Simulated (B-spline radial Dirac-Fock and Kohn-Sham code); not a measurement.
**Pr⁺: eigenvalues, ΔSCF and the reference**

System: praseodymium as Pr⁺, [Xe] 4f1 5d2 6s1 (an excited configuration).

The density-functional columns are spherical, spin-unpolarised Dirac-Kohn-Sham results without Breit or QED terms: −ε is minus the orbital energy of the initial state and ΔSCF the difference of two total energies. The reference in the last column comes from multi-electron Dirac-Fock with separately optimised hole states, Breit and Lamb-shift corrections added in first order. All numbers are from an atomic code on a B-spline grid, in eV; a selection of levels is shown. The Kohn-Sham columns are given as differences from the reference. For the 1s level of heavy atoms much of the gap between ΔSCF and the reference is the Breit and QED part, -165.0 eV here; for other levels the error of the functional can be larger.

```
     level  PBE −ε − DF  PBE ΔSCF − DF  Dirac-Fock
    K (1s)       -219.3         +195.5     42013.0
   L1 (2s)       -128.9          -53.4      6867.1
L2 (2p1/2)        -97.7           -2.8      6467.0
L3 (2p3/2)       -103.6          -16.7      5990.8
   M1 (3s)        -66.4          -41.3      1538.3
M2 (3p1/2)        -53.6          -27.3      1368.7
M3 (3p3/2)        -53.0          -28.0      1272.6
M4 (3d3/2)        -34.0           -5.4       979.8
M5 (3d5/2)        -34.5           -6.4       959.7
   N1 (4s)        -30.7          -19.4       340.1
N2 (4p1/2)        -24.0          -12.9       274.5
N3 (4p3/2)        -23.9          -13.2       253.5
N4 (4d3/2)        -10.9           -0.8       143.5
N5 (4d5/2)        -10.9           -0.9       139.9
 N6,7 (4f)         -6.1           +2.3       24.53
O2 (5p1/2)         -5.2           +0.4       40.08
O3 (5p3/2)         -5.1           +0.2       36.80
 O4,5 (5d)         -3.1           +1.1       12.91
   P1 (6s)         -1.7           +1.0       10.79
```

Values without a named source are computed, but for edge energies of neutral atoms, which are taken from tables.
